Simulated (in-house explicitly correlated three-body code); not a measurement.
Computed with an exponentially correlated three-body code. Model: two electrons around a point charge, non-relativistic, variational in 260 exponentially correlated functions (energies converged to about 1e-7 hartree, or 1e-8 relative for large Z).

Command:
```bash
python run_hyl.py task.json out
```
Settings (lengths in bohr, energies in hartree):
```
Z                      2.5
nuclear_mass           15
interaction_strength   1
functions              260
states_tried           13
```

Cost of the run: 34 s on 1 thread of Intel(R) Xeon(R) Platinum 8375C CPU @ 2.90GHz (Ice Lake), with other jobs on the host.

**Those bound S and P states to n = 4 that converged, binding against the one-electron ion.**

Given: nuclear charge 2.5; mass of the centre 15 electron masses.

Computed: one-electron threshold -2.9296875 hartree.

```
term  energy (hartree)  binding (eV)
1 1S       -4.52917217        43.524
2 3S                 ?             ?
2 1S                 ?             ?
2 3P       -3.22096935        7.9262
2 1P       -3.18393992        6.9186
3 3S       -3.06705582         3.738
3 1S       -3.05518968        3.4151
3 3P       -3.05489169         3.407
3 1P       -3.04406487        3.1124
4 3S       -3.00384267        2.0179
4 1S       -2.99910088        1.8888
```

What belongs in the row 2 3S?

energy (hartree): -3.26828504; binding (eV): 9.2137.

What belongs in the row 2 1S?

energy (hartree): -3.22270142; binding (eV): 7.9733.

**Converged states only, values per electron or pair.**

| term | mean r (bohr) | mean r squared (bohr²) | mean inverse r (1/bohr) | mean r12 (bohr) | mean inverse r12 (1/bohr) | mean cosine | mean p1 dot p2 (bohr⁻²) | delta r1 (bohr⁻³) | delta r12 (bohr⁻³) |
| --- | --- | --- | --- | --- | --- | --- | --- | --- | --- |
| 1 1S | 0.75726 | 0.78491 | 2.049 | 1.1351 | 1.1866 | -0.029771 | 0.1075 | 3.1166 | 0.21931 |
| 2 3S | 2.0055 | 6.9038 | 1.376 | 3.4527 | 0.34341 | -0.0039309 | -0.001216 | 2.1549 | - |
| 2 1S | ? | ? | ? | ? | ? | ? | ? | ? | ? |
| 2 3P | 1.8918 | 6.2821 | 1.3651 | 3.2484 | 0.3834 | -0.043789 | -0.19736 | 2.0113 | - |
| 2 1P | 2.1874 | 8.5826 | 1.3399 | 3.789 | 0.33173 | 0.0092381 | 0.07279 | 2.0583 | 0.0021652 |
| 3 3S | ? | ? | ? | ? | ? | ? | ? | ? | - |
| 3 1S | 4.8094 | 46.049 | 1.2529 | 9.0065 | 0.15423 | -0.0012634 | -0.010354 | 2.0729 | 0.0068048 |
| 3 3P | 4.4601 | 39.856 | 1.2548 | 8.3176 | 0.16415 | -0.0095692 | -0.054838 | 2.0401 | - |
| 3 1P | 4.8872 | 48.249 | 1.2478 | 9.1587 | 0.15093 | 0.0043391 | 0.01884 | 2.0516 | 0.0007706 |
| 4 3S | 7.9162 | 130.12 | 1.2191 | 15.209 | 0.088029 | 0.00074729 | -0.0048441 | 2.06 | - |
| 4 1S | 8.4287 | 148.21 | 1.2171 | 16.233 | 0.087261 | 6.1427e-05 | -0.0063369 | 2.0589 | 0.0028254 |

What belongs in the row 2 1S?

mean r (bohr): 2.2542; mean r squared (bohr²): 8.9857; mean inverse r (1/bohr): 1.3573; mean r12 (bohr): 3.9325; mean inverse r12 (1/bohr): 0.34113; mean cosine: -0.0086073; mean p1 dot p2 (bohr⁻²): -0.01904; delta r1 (bohr⁻³): 2.1342; delta r12 (bohr⁻³): 0.023505.

What belongs in the row 3 3S?

mean r (bohr): 4.4297; mean r squared (bohr²): 38.647; mean inverse r (1/bohr): 1.258; mean r12 (bohr): 8.2513; mean inverse r12 (1/bohr): 0.1557; mean cosine: 0.00027111; mean p1 dot p2 (bohr⁻²): -0.0063423; delta r1 (bohr⁻³): 2.0769.
